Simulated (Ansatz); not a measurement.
Reactions of C₃H₇NO, SMILES `C=C(N)CO`.

Gas-phase electronic energies from Ansatz, PBE0-D4/def2-TZVP geometries. CCSD(T)/CBS is the MP2 limit (def2-TZVPP, def2-QZVPP) plus CCSD(T) − MP2 in def2-TZVPP, frozen cores. This one scheme is used for every species. Triplets are unrestricted, without spin–orbit coupling. Each species was taken in one conformer, which may not be the lowest.

Task: Order these by ΔE at CCSD(T)/CBS, lowest first. (An estimate is asked.)
A. `C=C(N)CO` → `CNC(C)=O`
B. `C=C(N)CO` → `NCCC=O`
C. `C=C(N)CO` → `[CH2]` (triplet) + `C=C(N)O`
D. `C=C(N)CO` → `CCC(N)=O`
E. `C=C(N)CO` + `OBS` → `C=C(N)SBO` + CH₃OH

Result: D (-1.28 eV), A (-1.04 eV), B (-0.16 eV), E (+0.05 eV), C (+4.25 eV).

Largest T1 diagnostic: 0.014, for `CNC(C)=O`.
